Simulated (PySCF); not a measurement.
Si(H)(Et)(OH)2 (C2H8O2Si), SMILES CC[SiH](O)O. Geometry: PBE-D3(BJ)/def2-SVP. The values are those of a single conformer.

### Question
Give the equilibrium geometry at PBE-D3(BJ)/def2-SVP (PySCF confirms it by a frequency run) as bond lengths and angles. (Estimate from the structure and the level; the computed values follow.)

### Answer
One answer among several that fit: 
Atoms: Si1 O2 O3 C4 C5 H6 H7 H8 H9 H10 H11 H12 H13. Bond lengths (Å): Si1–O2 1.685, Si1–O3 1.682, Si1–C4 1.869, Si1–H6 1.513, O2–H7 0.972, O3–H8 0.972, C4–C5 1.535, C4–H9 1.112, C4–H10 1.112, C5–H11 1.109, C5–H12 1.109, C5–H13 1.110. Bond angles (°): O2–Si1–O3 113.1, O2–Si1–C4 106.3, O2–Si1–H6 108.1, O3–Si1–C4 106.1, O3–Si1–H6 109.3, C4–Si1–H6 114.0, Si1–O2–H7 115.9, Si1–O3–H8 115.9, Si1–C4–C5 114.0, Si1–C4–H9 106.5, Si1–C4–H10 108.0, C5–C4–H9 110.9, C5–C4–H10 111.4, H9–C4–H10 105.6, C4–C5–H11 111.9, C4–C5–H12 110.9, C4–C5–H13 111.6, H11–C5–H12 107.8, H11–C5–H13 107.2, H12–C5–H13 107.1.
Charge 0, spin multiplicity 1.
